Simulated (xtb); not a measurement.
Job for xtb: GFN-FF on BGeH5 (SMILES [BH2][GeH3]), a point of a torsion scan.

```
$ xtb mol.xyz --gfnff --sp --chrg 0 --uhf 0
7

B      1.24195436    -0.07744886     0.00891134
Ge    -0.74767986     0.07529296     0.00557920
H      1.93583684     0.85977110    -0.02276562
H      1.74761290    -1.12903728     0.04338736
H     -1.34426457     1.44644639    -0.03937105
H     -1.41784253    -0.62590391    -1.13519021
H     -1.41583876    -0.54890789     1.19135788
```

It printed:

```
[...]
           -------------------------------------------------
          |                Calculation Setup                |
           -------------------------------------------------



          ==================== Thresholds ====================
          CN  :   150.00000
          rep :   500.00000
          disp:  2500.00000
          HB1 :   250.00000
          HB2 :   450.00000

          Pauling EN used:
          Z : 1  EN :  2.20
          Z : 5  EN :  2.04
          Z :32  EN :  2.01
          electric field strengths (au): 0.000

           -------------------------------------------------
          |           Force Field Initialization            |
           -------------------------------------------------

          distances ...
          ----------------------------------------
          generating topology and atomic info file ...
          pair mat ...
          computing topology distances matrix with Floyd-Warshall algo ...
          making topology EEQ charges ...
          #fragments for EEQ constrain: 1
          ----------------------------------------
          generating topology and atomic info file ...
          pair mat ...
          computing topology distances matrix with Floyd-Warshall algo ...
          making topology EEQ charges ...
          #fragments for EEQ constrain: 1
          rings ...
          # BATM   12
          # H in HB   5
          doing iterative Hueckel for 1 subsystem(s) ...

  atom   neighbors  erfCN metchar sp-hybrid imet pi  qest     coordinates
    1  B       3    2.75   0.03         2    0    0  -0.126    2.346954   -0.146357    0.016840
    2  Ge      4    3.46   0.02         3    0    0   0.140   -1.412910    0.142283    0.010543
    3  H       1    0.96   0.01         0    0    0   0.033    3.658201    1.624732   -0.043021
    4  H       1    0.96   0.01         0    0    0   0.033    3.302510   -2.133571    0.081990
    5  H       1    0.96   0.01         0    0    0  -0.026   -2.540292    2.733388   -0.074401
    6  H       1    0.96   0.01         0    0    0  -0.026   -2.679334   -1.182787   -2.145199
    7  H       1    0.96   0.01         0    0    0  -0.026   -2.675547   -1.037286    2.251340

          #atoms :   7
          #bonds :   6
          #angl  :   9
          #tors  :   6
          #nmol  :   1
          #optfrag :   1
           -------------------------------------------------
          |                   G F N - F F                   |
          |          A general generic force-field          |
          |                  Version 1.0.3                  |
           -------------------------------------------------
          Number of HB bonds (bound hydrogen)     0
          Number of HB bonds (unbound hydrogen)   0
          Number of XB bonds                      0

 E+G (total)                   0 d,  0 h,  0 min,  0.001 sec
 distance/D3 list               ...        0 min,  0.000 sec (  0.105%)
 non bonded repulsion           ...        0 min,  0.000 sec (  1.508%)
 dCN                            ...        0 min,  0.000 sec (  0.465%)
 EEQ energy and q               ...        0 min,  0.001 sec ( 40.213%)
 D3                             ...        0 min,  0.000 sec (  1.451%)
 EEQ gradient                   ...        0 min,  0.000 sec (  0.695%)
 bonds                          ...        0 min,  0.000 sec ( 26.763%)
 bend and torsion               ...        0 min,  0.000 sec (  1.737%)
 bonded ATM                     ...        0 min,  0.000 sec ( 24.691%)
 HB/XB (incl list setup)        ...        0 min,  0.000 sec (  1.386%)

         :::::::::::::::::::::::::::::::::::::::::::::::::::::
Note: The following floating-point exceptions are signalling: IEEE_UNDERFLOW_FLAG IEEE_DENORMAL
normal termination of xtb
         ::                     SUMMARY                     ::
         :::::::::::::::::::::::::::::::::::::::::::::::::::::
         :: total energy              -0.543598642486 Eh    ::
         :: gradient norm              0.023434381044 Eh/a0 ::
         ::.................................................::
         :: bond energy               -0.566318908840 Eh    ::
         :: angle energy               0.010833086292 Eh    ::
         :: torsion energy             0.000265447190 Eh    ::
         :: repulsion energy           0.019644806705 Eh    ::
         :: electrostat energy        -0.006086359932 Eh    ::
         :: dispersion energy         -0.001936096923 Eh    ::
         :: HB energy                  0.000000000000 Eh    ::
         :: XB energy                  0.000000000000 Eh    ::
         :: bonded atm energy         -0.000000616978 Eh    ::
         :: external energy            0.000000000000 Eh    ::
         :: add. restraining           0.000000000000 Eh    ::
         :: total charge              -0.000000000000 e     ::
         :::::::::::::::::::::::::::::::::::::::::::::::::::::

           -------------------------------------------------
          |                Property Printout                |
           -------------------------------------------------

molecular dipole:
                 x           y           z       tot (Debye)
 q only:       -0.042       0.007      -0.000       0.109

           -------------------------------------------------
          | TOTAL ENERGY               -0.543598642486 Eh   |
          | GRADIENT NORM               0.023434381044 Eh/α |
           -------------------------------------------------
########################################################################
[WARNING] Runtime exception occurred
-1- gfnff_setup: Could not read topology file.
########################################################################

------------------------------------------------------------------------
------------------------------------------------------------------------
 total:
 SCF:
```

The run finished.

Cost: roughly 0.020 core-seconds.
